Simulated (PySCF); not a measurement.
Highest occupied level (eV) of eight silicon and germanium compounds: PBE beside ωB97X, computed with PySCF for isolated molecules in the bases named; differences from unrounded values. The eight are the first of their class met in an unordered collection, after screening for sound electronic states; none was chosen by its value. Each molecule has one DFT geometry for both levels.

```json
[
 {"molecule": "FH₆NOSi₂, SMILES N[Si@@H](O)[SiH2]F", "basis": "def2-TZVP", "ωB97X": "-10.11", "PBE": "-6.34", "difference": "3.77"},
 {"molecule": "C2H6O2Si, SMILES C[SiH2]C(=O)O", "basis": "def2-TZVP", "ωB97X": "-10.24", "PBE": "-6.29", "difference": "3.95"},
 {"molecule": "CH₅F₂NOSi, SMILES CO[Si](N)(F)F", "basis": "def2-TZVP", "ωB97X": "-10.91", "PBE": "-6.80", "difference": "4.11"},
 {"molecule": "C3H6O2Si, SMILES C=C=C[SiH](O)O", "basis": "def2-TZVP", "ωB97X": "-10.02", "PBE": "-6.51", "difference": "3.51"},
 {"molecule": "C₂H₉ClSi₃, SMILES C=C([SiH2][SiH2][SiH3])Cl", "basis": "def2-TZVP", "ωB97X": "-9.82", "PBE": "(withheld)", "difference": "(withheld)"},
 {"molecule": "silolane (C4H10Si), SMILES C1CC[SiH2]C1", "basis": "def2-TZVP", "ωB97X": "-10.40", "PBE": "-6.81", "difference": "3.59"},
 {"molecule": "CH4Cl2OSi2, SMILES Cl[Si]1(Cl)[SiH2]OC1", "basis": "def2-TZVP", "ωB97X": "-10.18", "PBE": "(withheld)", "difference": "(withheld)"},
 {"molecule": "CH₈FNSi₂, SMILES N[SiH2][SiH2]CF", "basis": "def2-TZVP", "ωB97X": "-9.72", "PBE": "(withheld)", "difference": "(withheld)"}
]
```

What belongs in the gaps? (Estimate from the structure and the level; the computed values follow.)


- CH4Cl2OSi2, SMILES Cl[Si]1(Cl)[SiH2]OC1, PBE: -6.76
- CH4Cl2OSi2, SMILES Cl[Si]1(Cl)[SiH2]OC1, difference: 3.42
- CH₈FNSi₂, SMILES N[SiH2][SiH2]CF, PBE: -5.95
- CH₈FNSi₂, SMILES N[SiH2][SiH2]CF, difference: 3.77
- C₂H₉ClSi₃, SMILES C=C([SiH2][SiH2][SiH3])Cl, PBE: -6.46
- C₂H₉ClSi₃, SMILES C=C([SiH2][SiH2][SiH3])Cl, difference: 3.36

PBE lies below ωB97X in 0 and above it in 8 of the eight; the mean signed difference is 3.68 and the largest 4.11 eV.
